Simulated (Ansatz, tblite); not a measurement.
Forces on Rb4Br3⁺ at its PBE-D4/def2-SVP geometry. The state is a singlet with charge 1.

In the def2 sets Rb takes a core potential; there is no spin–orbit coupling. The xTB rows come from tblite. The structure comes from a short search, and lower isomers may exist.

GFN1-xTB (tblite), largest force 0.28 eV/Å:

```xyz
7
positions Å, forces eV/Å
Rb    1.491    2.721   -1.646   -0.145   -0.204    0.134
Rb   -2.096    0.643    0.422    0.146   -0.045   -0.029
Rb   -0.297   -2.856   -2.026   -0.006    0.232    0.164
Rb    1.416   -0.667    3.147   -0.139    0.061   -0.240
Br   -0.600    0.366   -2.569    0.067   -0.028    0.103
Br   -0.657   -2.290    1.187    0.069    0.087   -0.059
Br    0.743    2.081    1.485    0.008   -0.103   -0.072
```

GFN2-xTB (tblite), largest force 0.26 eV/Å:

```
Rb -0.040 0.074 -0.018
Rb -0.080 0.025 0.016
Rb -0.074 -0.034 -0.025
Rb -0.042 0.008 0.074
Br 0.119 -0.053 0.227
Br 0.124 0.194 -0.123
Br -0.006 -0.213 -0.151
```

PBE-D4/def2-TZVP (Ansatz), largest force 0.02 eV/Å:

```
Rb 0.005 0.001 -0.002
Rb -0.022 0.007 0.005
Rb 0.004 -0.004 -0.002
Rb 0.005 -0.002 0.001
Br 0.000 0.001 -0.018
Br 0.000 -0.017 0.007
Br 0.009 0.013 0.009
```
